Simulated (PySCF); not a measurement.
Species: (F)2Zr(OSiH2)2O (singlet state).
Bonds: Zr1–F2, Zr1–F3, Zr1–O4, Zr1–O8, O4–Si5, Si5–O6, O6–Si7, Si7–O8. Hydrogens: H9, H10 on Si5; H11, H12 on Si7.

Computed by this run: PySCF 2.14.0, PBE0-D3(BJ)/def2-SVP geometry optimisation, gas phase, def2 core potentials past Kr; density fitting, grid level 1; the optimiser is geomeTRIC in internal coordinates, started from a GFN1-xTB structure with every atom displaced at random (about 0.03 Å).

Step 0: E = -28654.7080 eV
```
atom  x, y, z in Å  |  force x, y, z in eV/Å
Zr1     0.6475   -1.4888    0.7991   -7.365   3.911  -0.845
F2     -0.3808   -2.7391    1.6266   -1.668  -2.312   1.491
F3      2.2911   -1.8778    0.8920    9.494  -2.381   0.557
O4      0.4183    0.2365    1.7353   -0.158  -0.713  -0.420
Si5    -0.1994    1.5369    0.9309   -0.136   0.801   0.722
O6     -0.4815    1.1450   -0.6365   -0.018  -0.570  -0.546
Si7    -0.4114   -0.0815   -1.7851   -1.585   1.389   0.666
O8      0.1434   -1.4140   -1.0855    0.545  -1.167   0.570
H9     -1.4619    2.0044    1.5769    0.044  -0.068  -0.108
H10     0.8606    2.5390    0.9843    0.247   0.604  -0.073
H11     0.4769    0.3289   -2.7785    1.211   0.636  -1.598
H12    -1.7874   -0.2723   -2.2085   -0.611  -0.130  -0.417
```

Question: Estimate the geometry and energy of step 1. (The exact step hangs on the optimiser's Hessian estimate; all steps are aligned on step 0, rigid shifts and turns removed.)

Answer: E = -28655.9311 eV, largest force 1.412 eV/Å
```
atom  x, y, z in Å  |  force x, y, z in eV/Å
Zr1     0.6336   -1.5122    0.8299    0.715  -1.067   0.586
F2     -0.4592   -2.8434    1.7140    0.488   0.614  -0.398
F3      2.5154   -1.9782    0.9436   -1.013   0.231  -0.086
O4      0.4002    0.2268    1.7197   -0.136  -0.858  -0.661
Si5    -0.2010    1.5619    0.9352    0.042   0.863   0.153
O6     -0.4909    1.1561   -0.6419    0.070  -0.419  -0.195
Si7    -0.4364   -0.0556   -1.8015   -0.573   1.049  -0.259
O8      0.1250   -1.4169   -1.0784    0.355  -0.236   1.185
H9     -1.4673    2.0186    1.5688    0.014  -0.091  -0.021
H10     0.8445    2.6187    0.9792   -0.054   0.028  -0.029
H11     0.4902    0.3845   -2.8655    0.040  -0.024  -0.140
H12    -1.8388   -0.2431   -2.2521    0.051  -0.091  -0.135
```

The energy changes by -1.2231 eV. The first-order estimate −F·Δx gives -3.2627 eV and the mean of the old and new forces, exact on a quadratic surface, -1.5027 eV. The step makes an angle of 46° with the force vector and moves no atom by more than 0.251 Å.

The cost below is that of the whole optimisation. Hardware: an Intel Xeon 6975P-C with one thread, shared host with 192 logical CPUs at a one-minute load of 68. Cost: 2.3 min of wall time, 0.65 GiB resident at most.
